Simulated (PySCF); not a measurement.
## Name the molecule from its bond curve

A diatomic of charge +1 contains Ni. Its triplet curve at ROHF-CCSD in a triple-zeta basis (no relativity, PySCF), in eV from the separated fragments:

```tsv
R (Å)	E (eV)
1.332	-1.527
1.391	-1.652
1.436	-1.695
1.480	-1.704
1.524	-1.684
1.584	-1.621
1.658	-1.501
1.746	-1.312
```

The fit gives ωe = 2038 cm⁻¹ and the rotational constant Bₑ = 7.879 cm⁻¹.

Problem. Which atom is the partner?

Solution. The minimum lies at 1.470 Å, so the reduced mass is 16.8576 u Å² cm⁻¹/(Bₑ·Re²) = 0.9901 u. With Ni at 57.94 u the partner weighs about 1.0 u: H. The molecule is NiH⁺.

Correlated steps freeze 5 core orbitals. The CCSD T1 diagnostic is raised, a sign that a single reference may not be enough here. The state is the lowest single determinant that the PBE0 search found; with open d or f shells the true ground state can be another one.
